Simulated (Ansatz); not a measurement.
**Ligand exchange: Zr(CH3)2F2 + In(CH3)F2 → Zr(CH3)F3 + In(CH3)2F**

Species: Zr(CH3)2F2, singlet; In(CH3)F2, singlet; Zr(CH3)F3, singlet; In(CH3)2F, singlet. The partners trade CH3 for F: Zr–CH3 and In–F bonds give way to Zr–F and In–CH3.

Shapes, held fixed at every level: PBE0-D4/def2-TZVP. Programs: Ansatz 0.2.0. Electronic energies: no zero-point or thermal term.

| level | kind | ΔE (kJ/mol) | less CCSD(T)/def2-TZVPP | CPU time (sum over the molecules) |
| --- | --- | --- | --- | --- |
| HF/def2-SVP | Hartree–Fock | -155.9 | +0.7 | – |
| r2SCAN0-D4/def2-TZVPP | global hybrid | -154.1 | +2.5 | 64 s |
| wB97M-V/def2-TZVPP | range-separated hybrid | -154.7 | +1.9 | 2.6 min |
| B2PLYP/def2-TZVPP | double hybrid | -155.6 | +1.0 | 71 s |
| CCSD(T)/def2-SVP | coupled cluster or CI | -162.3 | -5.7 | 2.1 min |
| CCSD/def2-SVP | coupled cluster or CI | -160.6 | -4.0 | – |
| CCSD(T)/def2-TZVPP | coupled cluster or CI | -156.6 | 0.0 | 48 min |

The highest level, CCSD(T)/def2-TZVPP, gives ΔE = -156.6 kJ/mol; the levels span -162.3 to -154.1. The column of differences is taken from that level and isn't an error. No measured value is set beside it here. For atoms past krypton def2 sets carry core potentials with scalar relativity. Outer-core shells of In, Zr are correlated, in sets that cover them unevenly. Times are processor times on shared x86 and Arm servers, and rough.
